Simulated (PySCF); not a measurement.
`C=C[C@@H]1CC=C(C=O)O1`, C$_{7}$H$_{8}$O$_{2}$

Geometry (Å), atoms numbered from 1 in this order:
```xyz
17

C    -2.829   -0.605   -0.504
C    -1.516   -0.482   -0.513
C    -0.706   -0.008    0.658
C    -0.052    1.371    0.377
C     1.404    1.035    0.412
C     1.550   -0.265    0.707
C     2.785   -1.031    0.850
O     3.894   -0.579    0.717
O     0.373   -0.926    0.899
H    -3.413   -0.382    0.374
H    -3.375   -0.929   -1.372
H    -0.934   -0.715   -1.394
H    -1.326    0.010    1.561
H    -0.313    2.114    1.133
H    -0.355    1.764   -0.596
H     2.196    1.733    0.232
H     2.608   -2.093    1.098
```

Theory: GIAO PBE0/pcSseg-1 magnetisability, rotational g tensor and spin-rotation constants, non-relativistic, gas phase in PySCF. Geometry: GFN2-xTB.

(1) Give the nuclear spin-rotation constants along the inertial axes (H = +C I·J) beside the isotropic shieldings.

## Answers

(1) Rotational constants 4.6830, 0.9062, 0.8104 GHz. A star marks the isotopologue with that one atom substituted, in its own axes.
```csv
atom,isotope,Caa (kHz),Cbb (kHz),Ccc (kHz),mean (kHz),σ (ppm)
H10,1H,-0.326,-0.102,0.043,-0.129,26.3
H11,1H,-0.132,-0.083,-0.008,-0.074,26.3
H12,1H,-0.355,-0.098,0.058,-0.132,25.4
H13,1H,-0.336,-0.103,0.043,-0.132,26.5
H14,1H,-0.481,-0.029,-0.027,-0.179,28.4
H15,1H,-0.376,-0.077,-0.011,-0.155,29.0
H16,1H,-0.075,-0.003,-0.082,-0.053,25.6
H17,1H,-0.351,0.091,-0.063,-0.108,22.1
C1,13C*,1.395,0.155,0.339,0.630,65.9
C2,13C*,1.602,0.172,0.396,0.723,38.1
C3,13C*,0.987,0.219,0.228,0.478,100.2
C4,13C*,0.725,0.164,0.162,0.350,144.1
C5,13C*,1.883,0.273,0.136,0.764,70.6
C6,13C*,2.336,0.287,0.219,0.947,24.2
C7,13C*,2.138,0.446,0.202,0.929,-2.5
O8,17O*,-4.980,-0.619,-0.077,-1.892,-354.3
O9,17O*,-0.785,-0.145,-0.137,-0.356,194.6
```
For the geometry as given, no vibrational averaging.
